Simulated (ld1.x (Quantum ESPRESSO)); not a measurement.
Before and after: TM potential for S

sulfur (S), norm-conserving Troullier–Martins (Kleinman–Bylander form), made with ld1.x (Quantum ESPRESSO) 7.5 (Wu–Cohen, scalar-relativistic). Core [Ne], reference 3s2 3p4. Waves: 3p (bound): rc 1.55 bohr; 3d channel at 0.4 Ry: rc 1.55 bohr; 3s (bound): rc 1.35 bohr. Local part: the s channel. Core correction: a·sin(br)/r model core inside 1.00 bohr.

Change: wave 3s (bound): rc 1.35 bohr becomes 3s (bound): rc 0.84 bohr.

Cutoffs: the cutoffs (Ry, on a coarse ladder) from which the occupation-weighted sum of valence levels, in a spherical-Bessel basis at the reference potential, stays within 10 and 1 mRy of its value at 400 Ry; they do not see the model core or the augmentation charge, which bear on the density cutoff. Errors are all-electron minus pseudo energies relative to the spin-unpolarised reference configuration.

**Question.** How do hardness, ghosts and transferability respond?

**Answer.** The s channel binds one level more than in the base; of the 7 tests that both files solve, the error grows in 7 and shrinks in 0 by more than 15 % and 0.3 meV (median size 3.0 → 14.7 meV); the range in which the s phases agree narrows (upper end at the end of the scan → -0.4); the range in which the p phases agree narrows (upper end at the end of the scan → 2.5); neither file shows a bound ghost. That the errors move this way runs against the usual rule that smaller radii transfer better.

```tsv
quantity	base	changed
cutoff, loose	40 Ry	300 Ry
cutoff, tight	60 Ry	over 300 Ry
loose cutoff by channel (10 mRy a level)	p 10 Ry, s 21 Ry	p 10 Ry, s 300 Ry
bound ghosts	none	none
error for 3s2 3p3, meV [ΔE 11.75 eV]	+3.0	+12
error for 3s2 3p2, meV [ΔE 34.02 eV]	+23	+85
error for 3s2 3p1, meV [ΔE 68.07 eV]	+77	+289
error for 3s2 3p4.3, meV [ΔE -1.70 eV]	+0.3	+0.7
error for 3s1 3p4, meV [ΔE 22.60 eV]	+4.5	+31
error for 3s1 3p5, meV [ΔE 10.29 eV]	-0.7	+15
error for 3s2 3p3.5, meV [ΔE 4.65 eV]	+0.4	+2.1
s: phases at 1.71 bohr within 0.05 rad from the reference energy up to (Ry; the scan ends near 5)	to the end of the scan	-0.4
p: phases at 1.71 bohr within 0.05 rad from the reference energy up to (Ry; the scan ends near 5)	to the end of the scan	2.5
d: phases at 1.71 bohr within 0.05 rad from the reference energy up to (Ry; the scan ends near 5)	to the end of the scan	to the end of the scan
```
